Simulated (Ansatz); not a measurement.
A nudged elastic band was laid between two geometries of BClH2 + BrH (6 atoms, charge 0, multiplicity 1).

Theory: RKS PBE-D4/def2-SVP in Ansatz 0.2.0.

| Item | Value |
| --- | --- |
| movable images | 5 |
| climbing image | yes |
| spring | 5.0 eV/Å² |
| optimiser | quadratic models (default) |
| start path | through a guess of the saddle point |
| force threshold | 0.05 eV/Å |
| iteration limit | 60 |
| end points | relaxed |

Initial state:

```xyz
6
Properties=species:S:1:pos:R:3
B -0.009 0.223 0.093
Cl -0.048 0.878 1.736
H 1.070 0.128 -0.447
H -1.067 0.072 -0.477
Br 0.063 -2.616 0.686
H 0.146 -2.198 2.058
```

Final state:

```xyz
6
Properties=species:S:1:pos:R:3
B 0.014 -0.463 -0.264
Cl 0.016 0.240 2.325
H 1.067 0.102 -0.445
H -1.074 0.039 -0.426
Br 0.072 -2.390 -0.086
H 0.060 -1.041 2.544
```

(1) What changes between the two ends?

(2) Give the energies along the band, and the barrier.

(3) What is the geometry of the highest image?

(4) What are the harmonic wavenumbers there?

The band took 10 iterations and roughly 110 core-seconds.

Results:

(1) Bonds broken: B1–Cl2, Br5–H6. Bonds formed: B1–Br5, Cl2–H6. BClH2 + BrH becomes BBrH2 + ClH.

(2) The forces met the threshold. The highest image is number 3 of 0 to 6, 7.0 kcal/mol above the first end and 4.3 kcal/mol above the last; the last end lies 2.7 kcal/mol above the first. A vibrational analysis at the climbing image gives one clearly imaginary mode, 390i cm⁻¹: a first-order saddle point. The orbitals stay closed-shell, which can raise the energy where a bond breaks towards radicals; this wasn't checked here.

| image | path coordinate (Å) | energy (kcal/mol) | B1–Cl2 (Å) | Br5–H6 (Å) | B1–Br5 (Å) |
| --- | --- | --- | --- | --- | --- |
| 0 | 0.00 | 0.0 | 1.77 | 1.44 | 2.90 |
| 1 | 0.44 | 0.6 | 1.78 | 1.44 | 2.82 |
| 2 | 0.89 | 3.5 | 1.84 | 1.48 | 2.48 |
| 3 | 1.33 | 7.0 | 1.98 | 1.69 | 2.17 |
| 4 | 1.71 | 5.2 | 2.21 | 2.09 | 2.03 |
| 5 | 2.10 | 3.3 | 2.50 | 2.51 | 1.96 |
| 6 | 2.48 | 2.7 | 2.68 | 2.96 | 1.94 |

(3) 
```xyz
6
Properties=species:S:1:pos:R:3
B 0.013 -0.233 0.093
Cl 0.001 0.298 2.004
H 1.071 0.068 -0.407
H -1.063 0.003 -0.403
Br 0.081 -2.360 0.528
H 0.052 -1.289 1.832
```

(4) 390i, 261, 461, 470, 674, 710, 780, 1044, 1106, 1176, 2547, 2682 cm⁻¹.

Time of the run: 110 s on 1 thread of Arm Neoverse V1, on a shared host, peak memory 0.14 GiB.
